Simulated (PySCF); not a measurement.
A computed series [M(H2O)4]3+

Computed with PySCF 2.14.0, PBE, def2-SVP on the ligands, density fitting, scalar-relativistic core potentials, no spin-orbit coupling, vacuum. Each member is relaxed from one template within its symmetry. Distances are means of the shortest metal–ligand contacts, charges and spins Mulliken's; removal energies are rigid, with the ligand's formal charge and no counterpoise, so too large; for an anion taken off a cation in vacuum most of it is the attraction of opposite charges, and multiply charged cations can part far more cheaply with an electron moved from ligand to metal. lcecp potentials hold a fixed number of 4f electrons in the core, out of states, spins and gaps.

```csv
metal,basis on the metal,point group,M–H2O (Å),charge on M (e),removal of one H2O (eV),"strongest infrared band, degenerate modes summed (cm⁻¹)",unstable modes (below −25 cm⁻¹)
La,def2-SVP with ECP46,S4,2.443,1.68,3.10,3508,"0 (lowest -17 cm⁻¹, within noise)"
Pr,lcecp-1-SVP with ECP48,S4,2.395,1.67,3.22,3494,0
Nd,lcecp-1-SVP with ECP49,S4,2.359,1.62,3.30,3488,0
```

What does the calculation give for Ce, lcecp-1-SVP with ECP47?

point group: S4, M–H2O (Å): 2.415, charge on M (e): 1.70, removal of one H2O (eV): 3.16, strongest infrared band, degenerate modes summed (cm⁻¹): 3499, unstable modes (below −25 cm⁻¹): 0.
```xyz
13

Ce    0.0000    0.0000    0.0000
O     1.4492    1.3977    1.3342
H     2.2574    1.1337    1.8475
H     1.3917    2.3762    1.4952
O    -1.4491   -1.3342    1.3977
H    -1.3918   -1.4951    2.3761
H    -2.2574   -1.8475    1.1337
O     1.4492   -1.3977   -1.3342
H     1.3917   -2.3762   -1.4952
H     2.2574   -1.1337   -1.8475
O    -1.4491    1.3342   -1.3977
H    -2.2574    1.8475   -1.1337
H    -1.3918    1.4951   -2.3761
```

From Ce to Nd the M–H2O distance shrinks by 0.06 Å, the lanthanide contraction, and the energy to remove one H2O rises by 0.14 eV.

Members with unstable modes aren't minima as they stand: saddle points kept by symmetry or, where the modes are soft, flat surfaces and noise. Moved off a saddle point of the template and relaxed again: La, Ce, Pr, Nd. One start shape was tried for each, so a minimum needn't be the lowest isomer.
